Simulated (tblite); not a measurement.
C₅H₇GeN₃S.
SMILES with atom numbers: `[N:1]#[C:2][Ge:3]([NH2:4])([NH2:5])[c:6]1[cH:7][cH:8][cH:9][s:10]1` (hydrogens: H11, H12 on N4; H13, H14 on N5; H15 on C7; H16 on C8; H17 on C9)

Computed with GFN2-xTB (tblite), gas phase: L-BFGS steps from a force-field or distance-geometry start until the largest atomic force falls under 0.01 eV/Å.

Step 4: E = -765.5144 eV
```
atom  x, y, z in Å  |  force x, y, z in eV/Å
N1     -2.4627   -0.6083    2.7998    0.021  -0.001   0.084
C2     -2.1047   -0.4190    1.7313   -0.084   0.018  -0.111
Ge3    -1.4749   -0.1185   -0.0670    0.130  -0.018   0.045
N4     -2.0627   -1.4497   -1.1574    0.174   0.059   0.061
N5     -2.0400    1.5245   -0.6303    0.172  -0.121  -0.014
C6      0.4792   -0.1120   -0.0090    0.202   0.012   0.079
C7      1.2833    0.3694    0.9775   -0.049  -0.026  -0.007
C8      2.6515    0.3018    0.6584    0.176   0.053   0.074
C9      2.8924   -0.2128   -0.5738   -0.018   0.060   0.058
S10     1.4250   -0.6252   -1.3697    0.084  -0.041   0.033
H11    -1.7388   -1.2741   -2.1028   -0.176  -0.167  -0.075
H12    -1.6688   -2.3404   -0.8628   -0.206   0.014  -0.155
H13    -1.6668    2.2534   -0.0271   -0.181   0.030  -0.151
H14    -1.6785    1.6882   -1.5659   -0.196   0.188   0.042
H15     0.8958    0.7622    1.9023    0.014  -0.046   0.032
H16     3.4161    0.6295    1.3354    0.164   0.022   0.022
H17     3.8478   -0.3570   -1.0488   -0.226  -0.036  -0.019
```

Step 5: E = -765.5258 eV
```
atom  x, y, z in Å  |  force x, y, z in eV/Å
N1     -2.4614   -0.6079    2.7995   -0.071  -0.047   0.342
C2     -2.1079   -0.4191    1.7317    0.026   0.071  -0.407
Ge3    -1.4732   -0.1187   -0.0679    0.217  -0.032   0.125
N4     -2.0577   -1.4472   -1.1553    0.080   0.106  -0.019
N5     -2.0351    1.5203   -0.6302    0.073  -0.101   0.009
C6      0.4846   -0.1117   -0.0070   -0.009  -0.061  -0.053
C7      1.2837    0.3689    0.9775    0.136   0.050   0.144
C8      2.6554    0.3027    0.6593    0.052   0.093   0.182
C9      2.8906   -0.2107   -0.5709    0.066   0.007  -0.055
S10     1.4278   -0.6267   -1.3699    0.038  -0.024   0.065
H11    -1.7433   -1.2786   -2.1042   -0.169  -0.133  -0.092
H12    -1.6740   -2.3400   -0.8670   -0.151  -0.100  -0.087
H13    -1.6714    2.2543   -0.0313   -0.153   0.068  -0.076
H14    -1.6834    1.6931   -1.5645   -0.157   0.170  -0.070
H15     0.8959    0.7612    1.9035    0.022  -0.054   0.007
H16     3.4203    0.6301    1.3362    0.156   0.021   0.017
H17     3.8421   -0.3580   -1.0494   -0.156  -0.034  -0.032
```

Step 6: E = -765.5455 eV
```
atom  x, y, z in Å  |  force x, y, z in eV/Å
N1     -2.4583   -0.6071    2.8007   -0.107  -0.057   0.394
C2     -2.1158   -0.4188    1.7297    0.102   0.086  -0.496
Ge3    -1.4642   -0.1196   -0.0668    0.295  -0.053   0.185
N4     -2.0467   -1.4391   -1.1517   -0.040   0.027  -0.123
N5     -2.0245    1.5090   -0.6294   -0.047   0.037  -0.028
C6      0.4943   -0.1130   -0.0052   -0.118  -0.067  -0.008
C7      1.2897    0.3691    0.9807    0.137   0.065   0.182
C8      2.6626    0.3057    0.6633    0.016   0.177   0.386
C9      2.8870   -0.2058   -0.5648    0.219  -0.089  -0.241
S10     1.4344   -0.6298   -1.3680   -0.066  -0.004   0.090
H11    -1.7561   -1.2904   -2.1096   -0.148  -0.040  -0.116
H12    -1.6874   -2.3428   -0.8769   -0.109  -0.169   0.010
H13    -1.6838    2.2583   -0.0405   -0.124   0.087   0.046
H14    -1.6965    1.7069   -1.5645   -0.126   0.085  -0.165
H15     0.8964    0.7582    1.9064    0.038  -0.055  -0.011
H16     3.4332    0.6322    1.3389    0.068  -0.006  -0.049
H17     3.8287   -0.3609   -1.0521    0.009  -0.026  -0.056
```

Step 7: E = -765.5598 eV
```
atom  x, y, z in Å  |  force x, y, z in eV/Å
N1     -2.4552   -0.6062    2.8020   -0.067  -0.021   0.189
C2     -2.1233   -0.4183    1.7259    0.095   0.050  -0.288
Ge3    -1.4508   -0.1214   -0.0629    0.230  -0.044   0.103
N4     -2.0373   -1.4324   -1.1503   -0.082  -0.070  -0.165
N5     -2.0158    1.5000   -0.6297   -0.088   0.149  -0.062
C6      0.5030   -0.1147   -0.0021   -0.147  -0.073   0.033
C7      1.2959    0.3693    0.9845    0.170   0.093   0.251
C8      2.6698    0.3106    0.6715   -0.025   0.071   0.149
C9      2.8860   -0.2022   -0.5616    0.214  -0.040  -0.076
S10     1.4391   -0.6323   -1.3640   -0.108   0.009   0.096
H11    -1.7702   -1.3016   -2.1170   -0.132   0.038  -0.095
H12    -1.7018   -2.3478   -0.8858   -0.100  -0.149   0.063
H13    -1.6972    2.2633   -0.0479   -0.113   0.062   0.111
H14    -1.7108    1.7207   -1.5672   -0.115  -0.009  -0.169
H15     0.8972    0.7548    1.9097    0.043  -0.049  -0.013
H16     3.4464    0.6342    1.3408    0.045   0.004  -0.037
H17     3.8179   -0.3642   -1.0560    0.179  -0.022  -0.090
```

**Question.** Estimate the geometry and energy of step 8. (The exact step hangs on the optimiser's Hessian estimate; all steps are aligned on step 7, rigid shifts and turns removed.)

**Answer.** E = -765.5698 eV, largest force 0.245 eV/Å
```
atom  x, y, z in Å  |  force x, y, z in eV/Å
N1     -2.4527   -0.6052    2.8026   -0.011   0.024  -0.067
C2     -2.1286   -0.4177    1.7219    0.063   0.001  -0.013
Ge3    -1.4370   -0.1234   -0.0586    0.041  -0.010  -0.061
N4     -2.0313   -1.4291   -1.1518   -0.082  -0.106  -0.108
N5     -2.0103    1.4960   -0.6313   -0.087   0.144  -0.058
C6      0.5083   -0.1169    0.0017    0.017  -0.007   0.198
C7      1.3026    0.3707    0.9909    0.086   0.001   0.064
C8      2.6754    0.3145    0.6775    0.008   0.018   0.031
C9      2.8879   -0.1993   -0.5582    0.172  -0.039  -0.038
S10     1.4411   -0.6340   -1.3588   -0.069   0.024   0.108
H11    -1.7834   -1.3094   -2.1243   -0.108   0.082  -0.082
H12    -1.7150   -2.3534   -0.8917   -0.099  -0.097   0.073
H13    -1.7097    2.2680   -0.0518   -0.101   0.039   0.130
H14    -1.7240    1.7309   -1.5716   -0.102  -0.069  -0.137
H15     0.8986    0.7514    1.9123    0.027  -0.006   0.074
H16     3.4577    0.6360    1.3420    0.011   0.006  -0.039
H17     3.8133   -0.3671   -1.0608    0.234  -0.005  -0.073
```

The energy changes by -0.0100 eV. The first-order estimate −F·Δx gives -0.0143 eV and the mean of the old and new forces, exact on a quadratic surface, -0.0099 eV. The step makes an angle of 67° with the force vector and moves no atom by more than 0.017 Å.

What follows is the cost of the whole relaxation. Hardware: an Arm Neoverse N1 with one thread, no GPU, shared host with 64 logical CPUs at a one-minute load of 59. Cost: 1.9 s.
